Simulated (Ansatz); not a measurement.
`ClBB[SeH]` + silanol → `[SiH3]OBCl` + `B[SeH]` at 600 K and 1 bar (cleavage of the B–B bond).

Gas-phase electronic energies from Ansatz, PBE0-D4/def2-TZVP geometries. CCSD(T)/CBS is the MP2 limit (def2-TZVPP, def2-QZVPP) plus CCSD(T) − MP2 in def2-TZVPP, frozen cores. This one scheme is used for every species. For Se outer-core shells are correlated without core-valence functions, which leaves a few kJ/mol of doubt a bond. Scalar relativity is left out up to krypton. One conformer a species, not always the lowest.

```tsv
species	CCSD(T)/CBS energy (Eh)	H − E (kJ/mol)	S (J/(mol·K))
`ClBB[SeH]`	-2911.90869	139.4	404.1
`O[SiH3]`	-366.69042	135.7	307.9
`[SiH3]OBCl`	-851.35221	166.6	398.1
`B[SeH]`	-2427.30556	106.0	301.0
```

H − E and S are ideal-gas, rigid-rotor, harmonic terms from PBE0-D4/def2-TZVP, for one conformer and one mirror image of each species. 1 Eh = 2625.50 kJ/mol, R = 8.31446 J/(mol·K).

Q: By hand: ΔE, ΔH, ΔS and ΔG.

A: ΔE = (-851.35221) + (-2427.30556) − (-2911.90869) − (-366.69042) = -0.05866 Eh = -154.0 kJ/mol. Δ(H − E) = 166.6 + 106.0 − 139.4 − 135.7 = -2.5, so ΔH = -156.5 kJ/mol. ΔS = 398.1 + 301.0 − 404.1 − 307.9 = -12.9 J/(mol·K). ΔG = -156.5 − 600 × (-12.9)/1000 = -148.8 kJ/mol.

Q: By hand: the equilibrium constant, and the temperature at which ΔG would vanish if ΔH and ΔS stayed fixed.

A: log₁₀ K = −ΔG/(RT ln 10) = 13.0. ΔG = 0 at ΔH/ΔS = 12132 K, far beyond where these terms or the molecules hold.

The number of gas molecules stays the same, so ΔS is small and ΔH decides. A doubt of 5 kJ/mol in ΔE shifts log₁₀ K by 0.4 here. Other conformers and mirror images would add mixing entropy, several J/(mol·K) or more a flexible species. These are equilibria of isolated gas molecules and say nothing of rates. Largest T1 diagnostic: 0.014 (customary marks: 0.02 for closed shells, 0.045 for open ones).
